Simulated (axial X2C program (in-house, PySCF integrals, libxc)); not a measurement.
# What spin–orbit coupling does to HBr⁺

Calculated with an in-house all-electron X2C program for linear molecules (integrals from PySCF). Spin-free means the one-electron spin-free X2C Hamiltonian; two-component (2c) means X2C with spin–orbit coupling and atomic mean-field two-electron Coulomb and Gaunt terms, so the difference of the two also holds small scalar two-electron terms. Basis: Br dyall-cv3z [8s9p6d4f1g], H dyall-v3z [6s2p1d] (cores contracted in-house); Gaussian nuclei, density fitting, unrestricted open shells. Masses: Br 78.918 u, H 1.008 u.

Spin-free state: M_S = 1/2, Λ = 1 (beyond evenly filled blocks: π+α, π+β, π-α); fragments Br+ + H.

```tsv
level	Re (Å)	ωe (cm⁻¹)	De (eV)	μ (D)
PBE0	1.453	2437.6	3.993	1.53
HF	1.434	2580.7	2.739	1.56
MP2	1.443	2507.6	3.807	n/a
CCSD	1.447	2468.9	3.881	n/a
CCSD(T)	1.449	2450.9	3.928	n/a
B3LYP	1.458	2394.2	4.109	1.50
```

Correlated methods: 7 electrons correlated (number of frozen shells: Br 3 s, 2 p, 1 d; H none), 145 virtual spin orbitals or spinors in MP2, 70 natural virtuals in coupled cluster.

Dipoles are positive if H is the positive end and refer to the centre of mass.

Problem. Within this multiplet, which Ω should lie lowest by the rule for regular and inverted multiplets?

Solution. The open π shell holds three electrons, one hole, so the multiplet is inverted: Ω = Λ + 1/2 = 3/2. The PBE0 2c search agrees.

Two-component determinant lowest at the distance of the search:

Ω = 3/2 (⟨Sz⟩ = 0.50, ⟨Lz⟩ = 1.00 at HF); fragments Br+ + H.

| level | Re (Å) | ωe (cm⁻¹) | De (eV) | μ (D) |
| --- | --- | --- | --- | --- |
| PBE0 | 1.454 | 2433.7 | 4.029 | 1.52 |
| HF | 1.435 | 2577.6 | n/a | 1.55 |
| MP2 | 1.443 | 2504.5 | 3.773 | n/a |
| CCSD | 1.448 | 2465.3 | 3.851 | n/a |
| CCSD(T) | 1.450 | 2447.4 | 3.892 | n/a |
| B3LYP | 1.458 | 2389.9 | 4.079 | 1.49 |

Problem. From the two tables, how do the constants change at the CCSD(T) level (2c against spin-free)?

Solution. At the CCSD(T) level Re increases by 0.001 Å and ωe drops by 3.5 cm⁻¹; De changes by -0.036 eV.

The state is a single determinant with fixed occupations, the lowest that a limited PBE0 search found. De is counted from the lowest determinant-based energies of the atoms at the same level, without counterpoise correction. De is not given where an atomic determinant may have missed its ground term or J level, or where the truncated virtual space spoils (T). Density functionals use the spin component along the axis (collinear). Coupled cluster ran in a truncated set of natural virtual spinors; the MP2 energy of the rest was added. (T) has no such correction and the atoms are truncated less, which lowers De at CCSD(T) by a hundredth of an eV or more. Without a current term, density functionals place determinants with orbital angular momentum somewhat too high.
